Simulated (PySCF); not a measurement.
C₃H₆F₂Si, SMILES F[SiH2]C1(F)CC1. Atoms are numbered in the order given.

```xyz
12

F      0.8770     1.9206     0.0000
Si    -0.5804     1.1813     0.0000
C     -0.2008    -0.6526     0.0000
F     -1.3614    -1.4111     0.0000
C      0.9610    -1.2396    -0.7536
C      0.9610    -1.2396     0.7536
H     -1.3169     1.5847     1.2253
H     -1.3169     1.5847    -1.2253
H      1.6368    -0.5630    -1.2848
H      0.7594    -2.1884    -1.2581
H      1.6368    -0.5630     1.2848
H      0.7594    -2.1884     1.2581
```
Charge 0, spin multiplicity 1.

Coordinates come from a B3LYP-D3(BJ)/def2-SVP optimisation. The structure was generated by enumeration, and PubChem lists no compound with its InChIKey, so it may never have been made. Other conformers were not sampled.

Method: TDDFT-PBE/def2-SVPD (PySCF 2.14.0).

Vertical excitations. The molecule is in vacuum. State labels are in the subgroup Cs.

Question: List the lowest excited states. (An estimate is asked for; the answer gives what the named calculation found.)

Answer: 
```
state  symmetry  energy (eV)  λ (nm)      f                          main pairs
-----  --------  -----------  ------  -----  ----------------------------------
S1           A"         5.97     208  0.001                     HOMO→LUMO 100 %
S2           A'         6.05     205  0.010                    HOMO−1→LUMO 99 %
S3           A"         7.10     175  0.010                    HOMO→LUMO+1 99 %
S4           A'         7.16     173  0.001                  HOMO−1→LUMO+1 99 %
S5           A"         7.40     167  0.003                    HOMO−2→LUMO 99 %
S6           A"         7.52     165  0.016                    HOMO→LUMO+2 98 %
S7           A'         7.58     164  0.046                  HOMO−1→LUMO+2 85 %
S8           A"         7.68     161  0.000                    HOMO→LUMO+4 94 %
S9           A"         7.72     161  0.006                  HOMO−1→LUMO+3 93 %
S10          A'         7.73     160  0.002                  HOMO−1→LUMO+4 98 %
T1           A'         5.77     215      0                    HOMO−1→LUMO 99 %
T2           A"         5.82     213      0                      HOMO→LUMO 99 %
T3           A"         6.97     178      0  HOMO→LUMO+1 71 %, HOMO−2→LUMO 27 %
T4           A'         6.98     178      0                  HOMO−1→LUMO+1 99 %
```
Triplets are in the Tamm–Dancoff approximation, which puts them higher than full response would, so one can lie above its singlet here.
